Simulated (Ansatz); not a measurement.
Calculated with Ansatz (gas phase, PBE0-D4/def2-TZVP geometries, no zero-point term in ΔE). CCSD(T)/CBS adds triple-zeta CCSD(T) − MP2 to the extrapolated MP2 energy (def2 sets, frozen cores). This one scheme is used for every species. Functionals use def2-TZVPP. B3LYP here is the variant with VWN-RPA as its local correlation; programs differ in this. For Ge outer-core shells are correlated without core-valence functions, which leaves a few kJ/mol of doubt a bond. Scalar relativity is left out up to krypton. Each species was taken in one conformer, which may not be the lowest.

Reaction (formal exchange of groups at the Si–Si bond): `C[SiH2][SiH2][SiH3]` + `[GeH3][SiH2][GeH3]` → `[SiH3][SiH2][GeH2][SiH2][GeH3]` + `C[SiH3]`

Question: Is it downhill or uphill in electronic energy at CCSD(T)/CBS, and by how much? (Estimate.)

Answer: Ansatz gave: Downhill: ΔE = -6.5 kcal/mol.

Question: What do these levels give: revPBE-D4, BLYP-D4, BHLYP-D4, revPBE, BLYP, PBE0, B3LYP, r2SCAN0, RPA@PBE/def2-TZVPP, HF/def2-TZVPP, MP2/def2-TZVPP, HF/def2-QZVPP? (Estimate.)

Answer: Ansatz gave: revPBE-D4 -5.1, BLYP-D4 -6.1, BHLYP-D4 -6.8, revPBE -2.8, BLYP -3.5, PBE0 -4.0, B3LYP -4.0, r2SCAN0 -5.0, RPA@PBE/def2-TZVPP -6.4, HF/def2-TZVPP -4.3, MP2/def2-TZVPP -7.5, HF/def2-QZVPP -4.0 kcal/mol.

Largest T1 diagnostic among the species: 0.013.

In def2-TZVPP, CCSD(T) changes the Hartree–Fock value by −2.0 kcal/mol (the triples alone add −0.3 kcal/mol) and MP2 by −3.3 kcal/mol. Leaving LDA and LC-ωPBE aside and taking each functional with its dispersion term where it has one, the values, not all of them listed here, spread over 3.2 kcal/mol, from BHLYP-D4 to B97M-V. LDA lies −0.9 kcal/mol from PBE without D4.
